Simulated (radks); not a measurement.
Results of a calculation; reference values are marked as such.
Q: The mean radii <r> (bohr) of the occupied orbitals of an atom or ion are listed with their occupations. Code: a radial shooting solver on a logarithmic mesh with Libxc functionals. Model: scalar-relativistic Kohn-Sham, BLYP, spin-unpolarised, spherical densities, finite nucleus; Fermi nuclear charge, rms radius of each element as measured or else 0.836 A^(1/3) + 0.57 fm.

| orbital | occ. | <r> |
|---|---|---|
| 1s | 2 | 0.01606 |
| 2s | 2 | 0.06761 |
| 2p | 6 | 0.06143 |
| 3s | 2 | 0.1746 |
| 3p | 6 | 0.1765 |
| 3d | 10 | 0.1599 |
| 4s | 2 | 0.3843 |
| 4p | 6 | 0.4100 |
| 4d | 10 | 0.4310 |
| 5s | 2 | 0.8532 |
| 4f | 14 | 0.4539 |
| 5p | 6 | 0.9758 |
| 5d | 10 | 1.282 |
| 6s | 1 | 2.130 |
| 6d | 1 | 4.174 |

Name the element and its charge.

A: Z = 82, lead, charge +2: Pb2+ in [Xe] 4f14 5d10 6s1 6d1. The 1s radius gives Z: for a bare nucleus <r> = (2 gamma + 1)/(2Z) with gamma = sqrt(1 - (Z/c)^2), 0.01587 bohr for Z = 82, and screening makes it slightly larger (0.01606 here). The occupations add up to 80, and the charge is Z minus that.
